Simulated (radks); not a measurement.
Br9+, configuration [He] 2s2 2p5 3s2 3p6 3d9 (not the ground configuration).

Method: scalar-relativistic Kohn-Sham, PBE, spin-polarised, spherical densities, finite nucleus; open shells are filled with parallel spins first; Fermi nuclear charge, rms radius 4.1629 fm; computed with a radial shooting solver on a logarithmic mesh with Libxc functionals.

Energy parts (hartree):
part                       energy
total                 -2522.38564
kinetic                2578.21180
electron-nucleus      -5895.64207
Hartree                 879.00929
exchange-correlation    -83.96466

Orbitals (lengths in bohr, moments of r in powers of bohr; r(max) is where P^2 peaks):
orbital  occ.  eigenvalue (hartree)  <1/r>      <r>   r(max)     <r^2>
1s up       1             -500.4814  35.67  0.04273  0.02791  0.002458
1s down     1             -500.2763  35.68  0.04271  0.02791  0.002456
2s up       1             -72.81701  7.987   0.1877   0.1581   0.04149
2s down     1             -72.45677  7.975   0.1879   0.1582   0.04159
2p up       3             -65.66852  7.818   0.1632   0.1262   0.03254
2p down     2             -65.25117  7.808   0.1635   0.1264   0.03266
3s up       1             -15.71013  2.700   0.5310   0.4723    0.3230
3s down     1             -15.61598  2.693   0.5323   0.4733    0.3247
3p up       3             -13.33664  2.571   0.5344   0.4649    0.3325
3p down     3             -13.23856  2.562   0.5364   0.4663    0.3349
3d up       5              -9.38059  2.371   0.5224   0.4016    0.3291
3d down     4              -9.27625  2.355   0.5262   0.4043    0.3340

The highest occupied level is 3d down at -252.42 eV. The electron density at the nucleus is 4.509e+04 e/bohr^3 (large components only). Spin moment in Bohr magnetons: 2. The density falls to 0.001 e/bohr^3 at r = 1.72 bohr. The spin density at the nucleus is -2.16 e/bohr^3 (1s -11.50, 2s 7.08, 3s 2.27). Summed over all electrons, <r^2> = 5.883 bohr^2, which gives a Langevin (diamagnetic) susceptibility term of -4.66 x 10^-6 cm^3/mol.
